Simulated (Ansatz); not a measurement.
A made-up structure of GaH2S (charge -1), singlet:

```
atom    x (Å)    y (Å)    z (Å)
  S1  -1.4432   0.4670  -0.6651
 Ga2   0.0485  -0.0157   0.0223
  H3   0.5181  -1.5388  -0.2117
  H4   0.8766   1.0874   0.8544
```

It is relaxed with PBE-D4/def2-SVPD and then PBE0-D4/def2-TZVPD (Ansatz 0.2.0). Atoms count as bonded within 1.22 times the sum of their covalent radii (H–H: 0.88 Å). The end point is not checked to be a true minimum.

**Question.** Does its bonding change? (A judgement: the text doesn't fix the answer.)

**Answer.** Computed: No: no bond forms or breaks.

Where it ends: The first stage lowers the energy by 3.20 eV in 5 steps. It ends as GaH₂S ([S][GaH2]), total charge -1:
S1  (-1.781, 0.576, -0.821)
Ga2  (0.060, -0.020, 0.028)
H3  (0.694, -1.495, -0.097)
H4  (1.027, 0.938, 0.890)
(Å)

Labels in which every atom is bracketed show which atoms are joined, not bond orders.

For scale, one of the runs: PBE0-D4/def2-TZVPD relaxation, 118 basis functions, launched by `ansatz run in.yaml --threads 2 --pin off --events-out ev --progress --plain --max-ram 4352MiB`. Hardware: 2 CPU threads of an Intel Xeon Platinum 8259CL, shared host. Wall time about 7.5 s.
